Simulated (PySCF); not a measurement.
## Cu⁺: excitation energy

Cu⁺ [Ar] 3d10 (1S) → Cu⁺ [Ar] 3d9 4s1 (3D), as a difference of total energies. Calculation: PySCF 2.14, in def2-TZVPPD (6s6p4d2f1g, 67 functions); no relativity, point nucleus. Correlated levels: valence: [Ar] frozen. The calculations carry no spin-orbit coupling.

```csv
method,excitation energy (eV),difference from reference (eV)
UHF,1.188,-1.620
MP2 (valence),3.938,+1.130
SCS-MP2 (valence),3.654,+0.846
CCSD (valence),3.021,+0.213
CCSD(T) (valence),3.152,+0.344
```

Reference: 2.808 eV (measured; NIST levels, between the centres of gravity of the two terms).

These non-relativistic numbers lack the scalar-relativistic shift.

Errors of the correlated levels include the incompleteness of this basis and the frozen core.
